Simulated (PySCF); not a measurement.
A structure optimised at PBE0-D3(BJ)/def2-TZVP, used in a PySCF frequency run:

```
Ti
H 1 1.6866
H 1 1.6866 2 109.94
H 1 1.6866 2 109.94 3 -121.16
I 1 2.5314 2 109.00 4 -119.42
```
Charge 0, spin multiplicity 1.

### Question
Write its SMILES, formula and point group.

### Answer
[TiH3][I], H3ITi, C3v

### Question
What are its rotational constants (standard atomic weights)?

### Answer
65.720, 2.0755, 2.0755 GHz
